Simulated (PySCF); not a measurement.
## Reading a saddle point

A first-order saddle point of SiH₄Cl₂O, closed shell, PBE0-D4/def2-TZVP, with one imaginary mode of 1331i cm⁻¹:

Si1  (-0.371, -0.250, -0.332)
H2  (0.928, -0.978, 0.448)
Cl3  (0.086, -1.374, -1.999)
Cl4  (-1.623, -1.062, 1.097)
H5  (-1.307, 0.714, -0.953)
H6  (1.144, 0.072, 0.679)
O7  (0.743, 1.074, 0.264)
H8  (0.400, 1.804, 0.796)
(Å)

Computed with PySCF 2.14 with density fitting (its default auxiliary sets; JK sets also for MP2 and CCSD(T)) (basis: def2-TZVPP and def2-QZVPP); correlated methods freeze the cores. Extrapolation: Hartree–Fock as exp(−7.88 √X), correlation as X^−2.97.

(1) Which contacts change along the imaginary mode, and what lies on either side? (Judge from chemistry; the calculation decides.)

(2) Which side is lower, and how far does the saddle lie above each? (An estimate is asked for; the value comes from the calculation.)

No T1 diagnostic of these runs exceeds 0.011. The start structure is not quite a true minimum (one mode of 48i cm⁻¹).

Results:

(1) Computed: The step is SiH₂Cl₂ ([Cl][SiH2][Cl]) + H₂O → SiH₂Cl₂O ([OH][SiH]([Cl])[Cl]) + H₂, with the molecules in contact on both sides. Shortening one way: Si1–O7, H2–H6; lengthening the same way: Si1–H2, H6–O7.
```json
{"pair": "Si1–O7", "one side (Å)": "2.85", "saddle (Å)": "1.83", "other side (Å)": "1.62"}
{"pair": "H2–H6", "one side (Å)": "2.85", "saddle (Å)": "1.10", "other side (Å)": "0.75"}
{"pair": "Si1–H2", "one side (Å)": "1.47", "saddle (Å)": "1.68", "other side (Å)": "3.78"}
{"pair": "H6–O7", "one side (Å)": "0.96", "saddle (Å)": "1.16", "other side (Å)": "3.13"}
```

(2) Computed: The side with Si1–O7, H2–H6 short is lower by 79.2 kJ/mol; the saddle lies 246.4 kJ/mol above it and 167.1 kJ/mol above the other (CCSD(T) at an estimated basis limit (MP2 extrapolated from triple and quadruple zeta, plus CCSD(T) − MP2 in triple zeta); electronic energies).

Labels in which every atom is bracketed show which atoms are joined, not bond orders.

For scale, one of the runs: CCSD(T)/def2-TZVPP, 213 basis functions, launched by `OMP_NUM_THREADS=4 python run.py`. The run took 4.5 min on 4 CPU threads of an Intel Xeon 6975P-C (shared host), with 3.1 GiB of host memory at its peak.
